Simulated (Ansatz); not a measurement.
Compare A (`C1[SiH2][SiH2]S1`) with its isomer B (`C[SiH]1[SiH2]S1`).

Calculated with Ansatz (gas phase, PBE0-D4/def2-TZVP geometries, no zero-point term in ΔE). CCSD(T)/CBS is the MP2 limit (def2-TZVPP, def2-QZVPP) plus CCSD(T) − MP2 in def2-TZVPP, frozen cores. Functionals use def2-TZVPP.

(1) Which is lower in electronic energy at CCSD(T)/CBS, and by how much? (Estimate.)

(2) Give E(B) − E(A) in kcal/mol with CCSD(T)/def2-TZVPP, PBE-D4, HF/def2-TZVPP, LDA (SPW92), r2SCAN-D4, CCSD/def2-TZVPP, PBE0-D4. (Estimate.)

(3) Does the order hold for the free energy at 298.15 K (harmonic terms from PBE0-D4)? (An estimate is asked.)

Largest T1 diagnostic: 0.013.

Results:

(1) Computed: B, by 19.9 kcal/mol.

(2) Ansatz gave: CCSD(T)/def2-TZVPP -19.4, PBE-D4 -20.3, HF/def2-TZVPP -19.0, LDA (SPW92) -19.9, r2SCAN-D4 -22.4, CCSD/def2-TZVPP -19.2, PBE0-D4 -20.3. None reverses the order clearly.

(3) Computed: Yes: G(B) − G(A) = -19.0 kcal/mol.

Leaving LDA and LC-ωPBE aside and taking each functional with its dispersion term where it has one, the values, not all of them listed here, spread over 4.3 kcal/mol, from B97M-V to ωB97X-V. LDA lies +0.9 kcal/mol from PBE without D4. The D4 term adds +0.8 kcal/mol with B3LYP and +0.4 kcal/mol with PBE0; it sums over pairs of atoms, weighted by their polarisabilities, and B3LYP, whose exchange is more repulsive, gets the larger term.

B3LYP here is the variant with VWN-RPA as its local correlation; programs differ in this.
